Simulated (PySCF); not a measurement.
AlBr₂, SMILES [Br][Al][Br], multiplicity 2. Geometry: PBE-D3(BJ)/def2-TZVP. The multiplicity is an assumed one; other spin states were not compared. The isomer is the one that the SMILES or the coordinates give; other isomers of the formula were not compared.

Problem. Give the equilibrium geometry at PBE-D3(BJ)/def2-TZVP (PySCF confirms it by a frequency run) as bond lengths and angles, and its point group. (The exact figures need the calculation; the answer reports its results.)

Solution. point group C2v.
Atoms: Al1 Br2 Br3. Bonds (Å): Al1–Br2 2.287, Al1–Br3 2.287. Bond angles (°): Br2–Al1–Br3 119.7.
Charge 0, spin multiplicity 2.
